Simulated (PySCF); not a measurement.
Mapped SMILES: `[CH3:1][C@H:2]([NH:3][SiH3:4])/[C:5]([C:6]#[N:7])=[CH:8]/[F:9]`. Each H is labelled by its parent atom.

- NMR shieldings at PBE0/pcSseg-1/GIAO
- geometry from GFN2-xTB
- code: PySCF 2.14
- no relativistic terms, fast rotation and ring inversion assumed for equivalent nuclei, one conformer, no solvent model

δ = σ(ref) − σ, references computed at the same level: ¹³C (σref 186.93) and ¹H (σref 31.72) and ²⁹Si (σref 349.16) against TMS; ¹⁵N (σref 267.73) against NH3; ¹⁹F (σref 170.95) vs CFCl3.

```csv
atoms,nucleus,count,Hirshfeld charge,δ (ppm)
C1,¹³C,1,-0.12,28.6
C2,¹³C,1,0.03,55.0
H(Si4),¹H,3,-0.08,?
N7,¹⁵N,1,-0.21,334.0
H(C2),¹H,1,0.05,3.47
C5,¹³C,1,-0.02,?
Si4,²⁹Si,1,0.35,?
F9,¹⁹F,1,-0.06,-109.2
N3,¹⁵N,1,-0.23,30.8
H(N3),¹H,1,0.11,-0.34
C8,¹³C,1,0.07,170.7
H(C8),¹H,1,0.06,7.15
H(C1),¹H,3,0.04,?
C6,¹³C,1,0.07,118.9
```

Q: Estimate the values marked ?.

A: 
- C5: 109.8 ppm, fully substituted alkene carbon; as expected for a trigonal carbon in a double bond
- H(Si4): 4.65 ppm, hydrogen on a silicon bonded to N
- H(C1): 1.46 ppm, hydrogen on a methyl carbon
- Si4: -57.6 ppm, silicon bonded to N, 3 H

Exchangeable OH/NH protons stand at their gas-phase positions; hydrogen bonding in a real sample shifts them, mostly to higher δ. Shifts are as computed. Against solution values, carbons near 30 ppm lie about +3 ppm off and those near 130 ppm about +5 ppm. Of 1211 compounds with measured shifts, 218 miss one by over three times the rms of a fit or turn the order of signals round; such compounds aren't used in these exercises. Unscaled 19F shifts against computed CFCl3 carry errors that often reach 10 to 50 ppm. Experimental scales use liquid or dissolved standards, which lie at an offset from isolated NH3 (liquid NH3: subtract about 20 ppm). Unscaled 15N shifts of sp2 nitrogen come out 20 to 40 ppm too high even then.
